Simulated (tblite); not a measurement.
Problem. What does the GFN2-xTB structure of InChI=1S/C5H11OP/c6-4-7-5-2-1-3-5/h5-7H,1-4H2 look like in three dimensions?

Solution. 
Z-matrix in Å and degrees, rows numbered from 1:
```
O 
C   1  1.4043
P   2  1.8773  1  110.95
C   3  1.8566  2   97.80  1  -167.80
C   4  1.5417  3  119.58  2    60.09
C   5  1.5351  4   89.14  3   131.62
C   6  1.5349  5   89.84  4   -11.77
H   1  0.9641  2  109.06  3   -60.51
H   2  1.1018  1  111.47  3   121.17
H   2  1.0929  1  106.43  3  -120.62
H   3  1.3998  2   94.88  1   -71.47
H   4  1.0943  3  107.38  2   -68.92
H   5  1.0896  4  113.04  3    17.42
H   5  1.0882  4  116.02  3  -109.50
H   6  1.0880  5  115.85  4  -130.61
H   6  1.0882  5  112.73  4   102.86
H   7  1.0876  4  116.07  3   106.06
H   7  1.0893  4  112.59  3   -20.26
```

The 4-membered ring C4–C5–C6–C7 has internal angles of 89.1° to 89.8° (sum 358°, against 360° for a flat polygon); it is puckered, 0.08 Å rms from its mean plane, widest ring torsion 12°. The 2 C–P bonds span 1.857 Å (P3–C4, drawn single) to 1.877 Å (C2–P3, drawn single), a spread of 0.020 Å. P3 (phosphine phosphorus) is pyramidal (angles 97.8°, 95.6° and 94.9°, sum 288.3°, 0.86 Å off the plane of its three neighbours). Of the pairs four or more bonds apart, C5···H10 is among the closest relative to their van der Waals radii: 2.84 Å, 98 % of the sum of Bondi's values.

Structure optimised with GFN2-xTB, isolated species.

Point group: C1 (no symmetry element, even within 0.4 Å). Its GFN2-xTB frequencies are all real (lowest 57 cm⁻¹). One conformer, not necessarily the lowest (H–O1–C2–P3 -61°, O1–C2–P3–C4 -168°, C2–P3–C4–C5 60°, P3–C4–C5–C6 132°, C4–C5–C6–C7 -12°, C5–C6–C7–C4 12°, P3–C4–C7–C6 -135°).

Time: 0.46 s of wall time. Hardware: an Arm Neoverse V1 with one thread, no GPU (shared host). This is the geometry optimisation.

These are computed values.
